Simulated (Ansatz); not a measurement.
**Ligand exchange: C2H7FSn + SiH(SiH3)F2 → C2H8Sn + Si2H3F3**

Species: C2H7FSn `C[CH2][SnH2][F]`, singlet; SiH(SiH3)F2, singlet; C2H8Sn `C[CH2][SnH3]`, singlet; Si2H3F3 `F[SiH2][SiH](F)F`, singlet. The partners trade F for H: Sn–F and Si–H bonds give way to Sn–H and Si–F.

Shapes, held fixed at every level: PBE0-D4/def2-TZVP. Flexible molecules stand in one conformer, not always the lowest. Programs: Ansatz 0.2.0. Electronic energies: no zero-point or thermal term.

Q: Estimate ΔE of this reaction.

A: The highest level, CCSD(T)/def2-TZVPP, gives ΔE = -53.1 kJ/mol; the levels span -56.4 to -39.3. The column of differences is taken from that level and isn't an error. No measured value is set beside it here. For atoms past krypton def2 sets carry core potentials with scalar relativity. Correlated rows may include outer-core shells of Sn, which these sets cover unevenly.

```csv
level,kind,ΔE (kJ/mol),less CCSD(T)/def2-TZVPP
HF/def2-TZVPP,Hartree–Fock,-56.4,-3.3
PBE-D4/def2-TZVPP,GGA,-39.3,+13.8
r2SCAN-D4/def2-TZVPP,meta-GGA,-44.0,+9.1
PBE0-D4/def2-TZVPP,global hybrid,-46.1,+7.0
wB97X-V/def2-TZVPP,range-separated hybrid,-44.7,+8.4
CCSD/def2-TZVPP,coupled cluster or CI,-55.0,-1.9
CCSD(T)/def2-TZVPP,coupled cluster or CI,-53.1,0.0
```
